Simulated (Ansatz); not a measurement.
Cu2I. Charge 0, multiplicity 2. Geometry r2SCAN-D4/def2-TZVP.

Cartesian coordinates in Å:
```
Cu 0.2698 -1.2715 -1.9230
Cu -0.3417 0.7528 2.1688
I 0.0719 0.5187 -0.2459
```

In the def2 sets I takes a core potential; there is no spin–orbit coupling. HSE06 is defined as in plane-wave codes, on full-range PBE exchange. Another isomer (doublet) lies 0.58 eV lower at PBE0-D4/def2-TZVP; other spin states weren't run for this one.

(1) Estimate the α-spin orbital energies around the gap (eV) in Ansatz with PBE-D4/def2-TZVP, r2SCAN-D4/def2-TZVP, PBE0-D4/def2-TZVP, HSE06-D4/def2-TZVP, BHLYP-D4/def2-TZVP.

Results:

(1) 
| orbital | PBE-D4/def2-TZVP | r2SCAN-D4/def2-TZVP | PBE0-D4/def2-TZVP | HSE06-D4/def2-TZVP | BHLYP-D4/def2-TZVP |
| --- | --- | --- | --- | --- | --- |
| HOMO−9 | -6.08 | -6.16 | -8.09 | -7.67 | -10.22 |
| HOMO−8 | -6.08 | -6.12 | -7.98 | -7.57 | -10.11 |
| HOMO−7 | -5.89 | -5.98 | -7.95 | -7.53 | -10.11 |
| HOMO−6 | -5.89 | -5.98 | -7.95 | -7.53 | -10.10 |
| HOMO−5 | -5.88 | -5.97 | -7.94 | -7.53 | -10.10 |
| HOMO−4 | -5.88 | -5.97 | -7.94 | -7.53 | -10.06 |
| HOMO−3 | -5.78 | -5.83 | -7.40 | -6.99 | -8.89 |
| HOMO−2 | -5.67 | -5.74 | -7.17 | -6.77 | -8.34 |
| HOMO−1 | -5.54 | -5.64 | -7.00 | -6.61 | -8.13 |
| HOMO | -4.21 | -4.29 | -4.38 | -4.06 | -4.49 |
| LUMO | -3.40 | -3.44 | -2.80 | -3.08 | -2.19 |
| LUMO+1 | 0.21 | 0.41 | 1.15 | 0.79 | 2.07 |
| LUMO+2 | 0.26 | 0.55 | 1.18 | 0.83 | 2.22 |
| LUMO+3 | 0.37 | 0.56 | 1.38 | 1.02 | 2.50 |
| LUMO+4 | 0.83 | 1.10 | 1.77 | 1.41 | 2.71 |
| LUMO+5 | 1.48 | 2.20 | 2.27 | 1.93 | 3.08 |
| β HOMO | -5.47 | -5.57 | -6.96 | -6.57 | -8.10 |
| β LUMO | -3.65 | -3.20 | -2.56 | -2.92 | -1.80 |
